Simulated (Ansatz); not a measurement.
Species: C2H2BN, SMILES `C=BC#N` with one electron removed (charge 1, multiplicity 2), formula C$_{2}$H$_{2}$BN.

Question: How many basis functions does frozen-core CCSD(T)/cc-pVTZ // B3LYP-D3(BJ)/def2-TZVP in Ansatz (a quantum-chemistry and plane-wave program) use, how many core orbitals are frozen, and how many electrons are correlated?

Answer: 148 basis functions and 4 frozen orbitals, which leaves 17 correlated electrons. Core time is of the order of minutes.
